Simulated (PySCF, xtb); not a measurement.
C4H6Ge, SMILES [GeH3][C](=C)C#C.

Harmonic wavenumbers (cm⁻¹) from GFN2-xTB (xtb) at its own minimum, in rising order: 88, 112, 208, 244, 360, 371, 505, 540, 547, 628, 666, 736, 772, 837, 863, 889, 925, 1147, 1397, 1627, 1979, 2069, 2072, 2237, 3070, 3096, 3389.

Task: What does PBE0-D3(BJ)/def2-SVP run with PySCF give at its own minimum? (The exact figures need the calculation; the answer reports its results.)

Result: 104, 126, 239, 270, 420, 430, 567, 639, 647, 682, 686, 757, 831, 878, 890, 940, 964, 1195, 1417, 1674, 2159, 2168, 2170, 2218, 3156, 3262, 3490. Paired by order, the mean absolute difference is 61 cm⁻¹ and the zero-point energies are 44.9 and 47.1 kcal/mol.
